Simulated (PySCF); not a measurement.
C4BrF3O.
Numbering: `[O:1]=[c:2]1[c:3]([Br:4])[c:5]1[C:6]([F:7])([F:8])[F:9]`

Geometry (PBE0-D3(BJ)/def2-SVP, Å), atoms numbered from 1 in this order:
```xyz
9
C4BrF3O angstrom
O      1.862   -1.798    0.893
C      1.314   -0.817    0.506
C      1.291    0.573    0.112
Br     2.038    2.220   -0.201
C      0.136   -0.109    0.069
C     -1.318   -0.031   -0.269
F     -2.054   -0.494    0.734
F     -1.677    1.226   -0.512
F     -1.574   -0.757   -1.352
```

Computed, not measured: TDDFT CAM-B3LYP/def2-SVPD, vertical, gas phase, core orbitals frozen in the response (PySCF). Relativistic effects, spin–orbit coupling among them, are left out although an element past zinc is present.

Transition dipole moments from the ground state, in atomic units and in the frame of the coordinates above (overall signs are arbitrary), for the states with f of 0.002 or more among the lowest 5:

```csv
state,E (eV),μx,μy,μz
S3,5.858,0.218,-0.092,0.071
S5,6.356,0.733,0.759,-0.060
```

Problem. Work out the oscillator strengths.

Solution. f = (2/3) ΔE |μ|² with ΔE in hartree (27.2114 eV).

| state | \|μ\|² (au) | \|μ\| (D) | f |
| --- | --- | --- | --- |
| S3 | 0.061 | 0.63 | 0.009 |
| S5 | 1.117 | 2.69 | 0.174 |

Problem. How is the summed strength of these states shared among x, y and z?

Solution. (2/3) Σ ΔE μα² gives 0.090 for x, 0.091 for y and 0.001 for z, 0.183 in all.

Problem. What peak molar absorption coefficient would the strongest computed level give as a lone Gaussian band 0.3 eV wide at half height?

Solution. ε(max) = 2.175×10⁸ f / FWHM, with the width in cm⁻¹. S5: 2.175×10⁸ × 0.1740 / 2420 ≈ 16000 L mol⁻¹ cm⁻¹.

Cost: about 1.7 min of CPU time on one thread; the machine was shared, so the figure is rough.
